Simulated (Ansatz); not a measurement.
A nudged elastic band was laid between two geometries of a periodic cell of 17 atoms, LiSi$_{16}$ (host Si, host structure diamond, interstitial Li), cell charge +1.

The calculation used Ansatz 0.2.0, DFT PBEsol, scalar-relativistic, plane waves, PAW. Settings: PAW set soft_1, cutoff 420 eV, k mesh 2x2x2, gaussian smearing 0.02 eV, no spin polarisation.

```
movable images  : 3
climbing image  : yes
spring          : 5.0 eV/Å²
optimiser       : quadratic models (default)
start path      : IDPP
force threshold : 0.03 eV/Å
iteration limit : 80
end points      : relaxed
```

Initial state:

```xyz
17
Lattice="0.0000 5.4300 5.4300 5.4300 0.0000 5.4300 5.4300 5.4300 0.0000" Properties=species:S:1:pos:R:3
Si 0.003 -0.002 -0.001
Si 1.335 1.331 1.332
Si 2.718 2.713 -0.022
Si 4.100 4.096 1.332
Si 2.718 -0.023 2.715
Si 4.100 1.330 4.097
Si 5.454 2.713 2.714
Si 6.781 4.080 4.081
Si -0.019 2.713 2.714
Si 1.336 4.095 4.097
Si 2.718 5.449 2.714
Si 4.084 6.777 4.081
Si 2.718 2.713 5.451
Si 4.084 4.080 6.778
Si 5.432 5.428 5.429
Si 6.781 6.777 6.778
Li 2.718 2.713 2.714
```

Final state:

Only the atoms that move by more than 0.05 Å are listed.
```
Li17 1.366 4.060 1.352
```

Q: What changes between the two ends?

A: Contacts lost: Si5–Li17, Si6–Li17, Si7–Li17, Si13–Li17. Contacts made: Si8–Li17, Si14–Li17, Si15–Li17, Si16–Li17. The atom that moves furthest is Li17, by 2.35 Å.

Q: What energy profile does the band end with?

A: It converged. The highest image is number 2 of 0 to 4, 0.59 eV above the ends, which have the same energy within 2 meV. By the program's own check the climbing image is of a kind that is not told: the force calls were inconclusive, a negative curvature could not be distinguished from the path's own, the only one lies far off the path, or fixed occupations may fill a level only in part (lowest curvatures found: -2.24 and 0.78 eV/Å²). Limits of this set-up: PAW files made for another functional, charged cell in a uniform background, uncorrected.

| image | path coordinate (Å) | energy (eV) | Si5–Li17 (Å) | Si6–Li17 (Å) | Si7–Li17 (Å) |
| --- | --- | --- | --- | --- | --- |
| 0 | 0.00 | 0.00 | 2.74 | 2.39 | 2.74 |
| 1 | 0.64 | 0.25 | 3.06 | 2.73 | 3.06 |
| 2 | 1.28 | 0.59 | 3.52 | 3.35 | 3.52 |
| 3 | 1.92 | 0.25 | 4.04 | 4.02 | 4.04 |
| 4 | 2.55 | 0.00 | 4.49 | 4.69 | 4.49 |

Q: What is the geometry of the highest image?

A: 
```xyz
17
Lattice="0.0000 5.4300 5.4300 5.4300 0.0000 5.4300 5.4300 5.4300 0.0000" Properties=species:S:1:pos:R:3
Si -0.114 0.114 -0.112
Si 1.301 1.290 1.298
Si 2.776 2.655 -0.070
Si 4.141 4.128 1.298
Si 2.683 -0.012 2.678
Si 3.974 1.457 3.970
Si 5.443 2.747 2.679
Si 6.825 4.036 4.060
Si -0.065 2.651 2.776
Si 1.296 4.134 4.138
Si 2.778 5.494 2.774
Si 4.189 6.669 4.189
Si 2.680 2.751 5.435
Si 4.066 4.033 6.823
Si 5.536 5.325 5.530
Si 6.826 6.795 6.821
Li 2.037 3.392 2.037
```

Run time: 2.1 min on 1 thread of Intel(R) Xeon(R) 6975P-C (Granite Rapids), with other jobs on the host, peak memory 0.8 GiB.
